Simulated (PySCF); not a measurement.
Low-lying terms of As¹⁵⁺ (arsenic, charge +15)

Ground state [Ar], ¹S. All numbers are calculated (PySCF 2.14, the spin-free X2C one-electron Hamiltonian (Gaussian nucleus), in an uncontracted even-tempered set (21 s from 0.192 bohr⁻², ratio 2.5; 14 p from 0.256 bohr⁻², ratio 2.5; 7 d from 0.179 bohr⁻², ratio 2.7; 3 f from 14 bohr⁻², ratio 2.7)). Vertical excitation energies in eV without spin-orbit coupling; excited terms of each kind are numbered among those the solver found. Frozen: [Ne].

| term | leading excitation | EOM-EE-CCSD |
| --- | --- | --- |
| 1 3P° | 3p → d | 81.233 |
| 1 3F° | 3p → d | 84.833 |
| 1 1D° | 3p → d | 90.173 |
| 1 3D° | 3p → d | 90.420 |
| 1 1F° | 3p → d | 90.761 |
| 1 1P° | 3p → d | 113.18 |
| 1 3D | 3s → d | 145.23 |
| 1 1D | 3s → d | 149.14 |
| 2 3D | 3p → p | 303.10 |
| 2 1D | 3p → p | 304.41 |

The spin-orbit splitting of the hole, absent here, rivals or exceeds the spacing of these terms, so the LS terms are model states.

The solver can miss terms. The 30 highest virtual orbitals were dropped.
